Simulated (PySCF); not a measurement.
Species: C₄H₅AlO.
Geometry (PBE0-D3(BJ)/def2-SVP, Å), atoms numbered from 1 in this order:
```xyz
11
C4H5AlO angstrom
Al     2.398    0.220   -0.014
C      0.447    0.031   -0.001
C     -0.454   -0.775    0.654
C     -1.761   -0.398    0.219
C     -1.572    0.614   -0.673
O     -0.262    0.879   -0.814
H      3.107    1.213    1.003
H      3.274   -0.624   -1.035
H     -0.212   -1.557    1.373
H     -2.713   -0.823    0.529
H     -2.254    1.220   -1.265
```

Method used: PBE0-D3(BJ)/def2-SVP geometry optimisation, gas phase (PySCF 2.14.0).

Question: Which atoms are bound to Al1, and at what distances?

Answer: 3 atoms: H8 1.589 Å, H7 1.589 Å, C2 1.961 Å. The nearest atom not counted as bound is O6, at 2.86 Å.

Question: List the angles at Al1.

Answer: 
```csv
angle,degrees,distance of the outer atoms (Å)
C2–Al1–H8,120.1,3.08
C2–Al1–H7,120.0,3.08
H7–Al1–H8,119.9,2.75
```

Question: What is the shape at Al1?

Answer: Planar: angles 120.1°, 120.0° and 119.9°, sum 360.0°, 0.00 Å off the plane of its three neighbours.

Question: What are the other bond lengths?

Answer: C2–C3 1.375 Å; C3–C4 1.428 Å; C4–C5 1.363 Å; C5–O6 1.343 Å; C2–O6 1.373 Å; C3–H9 1.089 Å; C4–H10 1.088 Å; C5–H11 1.088 Å.

Question: Give some angles away from the centre.

Answer: Al1–C2–C3 135.4°, Al1–C2–O6 116.8°, C3–C2–O6 107.8°, C2–C3–C4 107.4°, C3–C4–C5 105.6°, C4–C5–O6 110.5°, C2–O6–C5 108.6°.

Question: What are the rotational constants (commonest isotopes, rigid rotor)?

Answer: A = 8755, B = 1938, C = 1625 MHz: a near-prolate asymmetric top.

Point group: Cs (every atom within 0.08 Å of its image). Charge 0, singlet. No frequency check.

Time: 41 s; peak memory 0.59 GiB. Hardware: one thread, Arm Neoverse V1 (aarch64), shared host with 32 logical CPUs at a one-minute load of 8.3. These figures are those of the optimisation.
